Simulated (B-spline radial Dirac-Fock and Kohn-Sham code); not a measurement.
## Cross section and asymmetry of the 2s subshell of O⁴⁺

System: oxygen as O⁴⁺, configuration [He] 2s2. The computed 2s threshold is 111.1 eV; without correlation, outer thresholds are uncertain by 1 to 2 eV.

Level of theory: a relativistic central-field model (Hartree-Slater potential of the initial state, Latter tail, multipole expansion of the photon field, Dirac-Fock thresholds); a radial finite-basis atomic code. Interchannel coupling and autoionising resonances are not included, so magnitudes near threshold are approximate.

**Question.** How do σ and β run from threshold to 400 eV kinetic energy?

**Answer.** The cross section shows no minimum in this range. It is largest at the lowest energy, 0.787 Mb. β stays at 2.00.

```tsv
kinetic energy (eV)	σ (Mb)	β
1.5	0.787	2.00
1.9	0.782	2.00
2.3	0.777	2.00
2.9	0.771	2.00
3.7	0.762	2.00
4.6	0.753	2.00
5.7	0.740	2.00
7.2	0.726	2.00
9.0	0.708	2.00
11.2	0.686	2.00
14.0	0.660	2.00
17.5	0.630	2.00
21.9	0.595	2.00
27.4	0.554	2.00
34.2	0.509	2.00
42.8	0.460	2.00
53.5	0.407	2.00
66.9	0.352	2.00
83.7	0.297	2.00
104.7	0.244	2.00
130.9	0.195	2.00
163.6	0.151	2.00
204.6	0.113	2.00
255.8	0.0819	2.00
319.9	0.0574	2.00
400.0	0.0393	2.00
```

Run: 1.2 s of CPU time on 1 thread of Intel(R) Xeon(R) Platinum 8488C (shared host), peak memory 0.29 GiB.
